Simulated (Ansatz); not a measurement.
Process, species as SMILES: O[Si](O)(O)O [silicic acid] → [O][Si](O)(O)O + H atom (the H-O bond at the site shown breaks; other sites are not compared here)
Structures are relaxed separately at B3LYP-D3(BJ)/def2-TZVP in Ansatz (a first-principles code), one conformer each, not searched for the lowest. Frequencies are from Ansatz.

Quantity: bond dissociation energy (enthalpy at 298 K, with B3LYP-D3(BJ) rigid-rotor harmonic-oscillator terms), in kcal/mol. Correlated levels leave the core frozen unless marked. Open shells are spin-unrestricted. Spin-orbit coupling is left out. Non-relativistic. CBS(X,Y): correlation extrapolated as X^-3; Hartree-Fock from the larger set. The bracket is a focal-point correction in the basis named.

| level | program | bond dissociation energy (kcal/mol) |
|---|---|---|
| PBE/def2-TZVPD | Ansatz | … |
| BLYP-D4/def2-TZVPD | Ansatz + dftd4 | 112.8 |
| revPBE-D3(BJ)/def2-TZVPD | Ansatz + dftd3 | … |
| PBE0/def2-QZVPP | Ansatz | 115.6 |
| HSE06-D4/def2-TZVPD | Ansatz + dftd4 | 115.3 |
| SCS-MP2/6-31G | Ansatz | 101.5 |
| RI-MP2/CBS(cc-pV(T+d)Z,cc-pV(Q+d)Z)+[CCSD(T)-MP2]/cc-pV(T+d)Z | Ansatz | … |

Task: Some entries are withheld; supply them.

Result: 
- PBE/def2-TZVPD, bond dissociation energy (kcal/mol): 113.9
- revPBE-D3(BJ)/def2-TZVPD, bond dissociation energy (kcal/mol): 111.7
- RI-MP2/CBS(cc-pV(T+d)Z,cc-pV(Q+d)Z)+[CCSD(T)-MP2]/cc-pV(T+d)Z, bond dissociation energy (kcal/mol): 122.6
